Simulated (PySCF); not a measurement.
germylmethylgermane (CH8Ge2), SMILES [GeH3][CH2][GeH3].

The structure is a stationary point at TPSSh-D3(BJ)/def2-SVP.

Level of theory: PBE/def2-TZVP (PySCF).

The molecule is in vacuum.

**Question.** Estimate the frontier levels, gap, dipole moment and polarisability. (The exact figures need the calculation; the answer reports its results.)

**Answer.** 
The highest occupied level is -7.29 eV and the lowest empty level is -0.37 eV. The orbital gap comes out as 6.92 eV and the dipole moment comes out as 0.74 D. The quadrupole, principal values (traceless, Buckingham form, about the centre of nuclear charge) is -2.55, 1.19, 1.36 D·Å and the mean static polarisability comes out as 78.0 bohr³ (11.56 Å³). The polarisability, principal values is 68.4, 71.2, 94.5 bohr³.
